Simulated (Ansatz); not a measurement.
Cartesian coordinates (Å):
```xyz
4

O      1.2320    -0.2961    -0.1478
C      0.0560    -0.0963    -0.0231
O     -1.0628    -0.6193    -0.0455
H     -0.2253     1.0117     0.2164
```
Charge 0, spin multiplicity 2.

The numbers are results of frozen-core CCSD(T)/cc-pVTZ // PBE0-D3(BJ)/def2-TZVP run with Ansatz (an electronic-structure program), not measurements.

```json
{
 "HF energy": "-188.18207 Ha",
 "MP2 correlation energy": "-0.57920 Ha"
}
```

Q: Estimate the CCSD correlation energy, the (T) correction, the total energy and the T1 diagnostic.

A: 
The CCSD correlation energy comes out as -0.59852 Ha and the (T) correction comes out as -0.02808 Ha. The CCSD(T) total energy is -188.80866 Ha and the T1 diagnostic comes out as 0.062.
